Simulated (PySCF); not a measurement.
**Diatomics with 132 electrons**

MP2 in PySCF with def2-SVP on every atom (core potentials on In, Sn, Sb, Tl, Pb, Bi), for the lowest determinant that a PBE0 search found; no spin–orbit coupling. All have 132 electrons, 8 of them in the valence shells, and the same state, a triplet (π ↑↑). For ions De leads to the atom and ion picked by measured ionisation energies and electron affinities.

| species | difference of nuclear charges | Re (Å) | ωe (cm⁻¹) | k (mdyn/Å) | De (eV) | dissociates to |
| --- | --- | --- | --- | --- | --- | --- |
| TlSb | 30 | 3.024 | 127 | 0.723 | 1.14 | Tl + Sb |
| SnPb | 32 | 2.847 | 164 | 1.20 | 1.83 | Sn + Pb |
| InBi | 34 | 3.027 | 133 | 0.775 | 1.14 | In + Bi |
| SnBi⁺ | 33 | 2.863 | 178 | 1.42 | n/a | Sn + Bi⁺ |

Problem. Which member of the whole set has the stiffest bond, and how does it compare with the softest?

Solution. SnBi⁺ with k = 1.42 mdyn/Å, 2.0 times that of TlSb.

Correlated steps freeze 8 core orbitals. Correlated levels converge slowly with the basis: in double zeta they bind strong bonds too weakly, by up to about 1 eV, and carry superposition errors of some tenths. Spin–orbit coupling is left out, which matters for elements this heavy, above all for dissociation energies. States were picked by a PBE0 search and need not be the measured ground states.
